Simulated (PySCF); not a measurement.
Species: C₈H₅O (charge -1).
Cartesian coordinates in Å at the GFN2-xTB level; atoms count from 1:
```xyz
14
C8H5O angstrom
C      3.2573   -0.4559    0.5198
C      2.0819   -0.2698    0.3338
C      0.7055   -0.0758    0.1135
C     -0.1021   -1.1838   -0.1056
C     -1.4599   -1.0613   -0.3308
C     -2.0204    0.2148   -0.3329
C     -1.2506    1.3263   -0.1162
C      0.1632    1.2684    0.1216
O      0.8527    2.2976    0.3171
H      4.2855   -0.5895    0.6866
H      0.3559   -2.1704   -0.0989
H     -2.0762   -1.9375   -0.5002
H     -3.0884    0.3247   -0.5111
H     -1.7051    2.3117   -0.1187
```

NICS is the negative of the GIAO shielding at a point without a nucleus: at the ring centre (0) and 1 Å above and below it (1); zz is the component along the ring normal. Level: GIAO PBE0/pcSseg-1 (PySCF, non-relativistic, gas phase) on the GFN2-xTB geometry, one conformer.

Ring bond lengths (Å), with Mayer bond orders in brackets: C3–C4 1.389 (1.41), C4–C5 1.382 (1.45), C5–C6 1.394 (1.33), C6–C7 1.369 (1.51), C7–C8 1.435 (1.21), C8–C3 1.449 (1.08).

**Question.** Give the NICS values of each ring in ppm.

**Answer.** 
| ring | type | NICS(0) | NICS(1), two faces | NICS(1)zz, two faces | rms pucker (Å) | centre to ring atoms, mean (Å) |
| --- | --- | --- | --- | --- | --- | --- |
| C3–C4–C5–C6–C7–C8 | 6-membered carbocycle; formal bonds all aromatic | -4.6 | -6.9 / -6.9 | -14.9 / -14.9 | 0.00 | 1.40 |

**Question.** What can be read from them?

**Answer.** 
- C3–C4–C5–C6–C7–C8: mean NICS(1)zz -14.9 ppm, shielded.

**Question.** What does the geometric index give? HOMA = 1 − mean of α(R − Ropt)² over the ring bonds, with Krygowski's 1993 parameters (CC: Ropt 1.388 Å, α 257.7 Å⁻²).

**Answer.** 
- C3–C4–C5–C6–C7–C8: HOMA 0.73 = 1 − EN − GEO, with mean bond length 1.403 Å, EN = α(Ropt − mean)² = 0.058 and GEO = α × variance = 0.217.

**Question.** What is the mean of the two in-plane components of NICS at the second NICS(1) probe listed for ring C3–C4–C5–C6–C7–C8, 1 Å off the ring?

**Answer.** The isotropic value is a third of the trace: (3 × -6.9 − (-14.9))/2 = -2.9 ppm.

**Question.** List the ring angles and the Hirshfeld charges of the ring atoms.

**Answer.** 
- C3–C4–C5–C6–C7–C8: C3 121.6° (-0.066 e), C4 121.8° (-0.080 e), C5 118.5° (-0.137 e), C6 121.1° (-0.090 e), C7 123.2° (-0.120 e), C8 113.9° (+0.052 e); sum 720.0° against 720° for a flat convex ring.
